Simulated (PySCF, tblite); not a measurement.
Isomers of C4H13OPSi3. All values are computed: GFN2-xTB (tblite) harmonic vibrations without scaling, gas phase. The method is semi-empirical: single wavenumbers can be off by several per cent or more. Modes of hydrogen on phosphorus and silicon can be 10 to 20 % off. One conformer each.

Electronic energies: PBE0/pcSseg-1 single points on the GFN2-xTB geometries (PySCF, gas phase).

```tsv
SMILES	electronic energy, lowest = 0 (kJ/mol)
CC#C[Si@@H](O[SiH3])[Si@@H](C)P	0.0
C=C(C=O)[Si@@H]([SiH2]C)[SiH2]P	137.5
C#C[C@@H](C)[Si@@H](O[SiH3])[SiH2]P	92.3
```

Task: How do GFN2-xTB zero-point energies change the relative energies?

Result: 
```tsv
SMILES	ZPE (kJ/mol)	of it from modes above 1550 cm⁻¹	electronic (kJ/mol)	with ZPE, lowest = 0 (kJ/mol)	lowest mode (cm⁻¹)	rings
CC#C[Si@@H](O[SiH3])[Si@@H](C)P	383.2	216.1	0.0	0.0	13	0
C#C[C@@H](C)[Si@@H](O[SiH3])[SiH2]P	379.2	213.1	92.3	88.3	25	0
C=C(C=O)[Si@@H]([SiH2]C)[SiH2]P	382.0	220.9	137.5	136.3	7i	0
```

The zero-point energies span 4.0 kJ/mol, from `C#C[C@@H](C)[Si@@H](O[SiH3])[SiH2]P` to `CC#C[Si@@H](O[SiH3])[Si@@H](C)P`. Slightly imaginary modes are left out of the zero-point energy: `C=C(C=O)[Si@@H]([SiH2]C)[SiH2]P` 6.5i cm⁻¹. The order is unchanged.

Task: And how do the electronic energies of GFN2-xTB itself compare?

Result: `CC#C[Si@@H](O[SiH3])[Si@@H](C)P` 0.0; `C#C[C@@H](C)[Si@@H](O[SiH3])[SiH2]P` 11.3; `C=C(C=O)[Si@@H]([SiH2]C)[SiH2]P` 305.5 kJ/mol, lowest = 0. Against the energies above, taken from the same isomer `CC#C[Si@@H](O[SiH3])[Si@@H](C)P`, the largest difference is 168.0 kJ/mol.
